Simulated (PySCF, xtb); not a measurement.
chloro(disilanyl)silane (ClH7Si3), SMILES [SiH3][SiH2][SiH2]Cl. One conformer was computed; it need not be the lowest.

Harmonic wavenumbers (cm⁻¹) from GFN2-xTB (xtb) at its own minimum, in rising order: 23, 27, 72, 137, 325, 364, 386, 431, 459, 465, 513, 563, 579, 603, 686, 780, 810, 811, 820, 837, 2154, 2160, 2205, 2229, 2235, 2237, 2250.

Problem. What does PBE-D3(BJ)/def2-SVP in PySCF 2.14.0 give at its own minimum? (Estimate from the structure and the level; the computed values follow.)

Solution. 37, 74, 105, 146, 319, 382, 397, 442, 480, 527, 540, 644, 657, 686, 786, 832, 870, 899, 902, 907, 2138, 2153, 2154, 2157, 2168, 2170, 2182. Paired by order, the mean absolute difference is 48 cm⁻¹ and the zero-point energies are 36.0 and 36.8 kcal/mol.
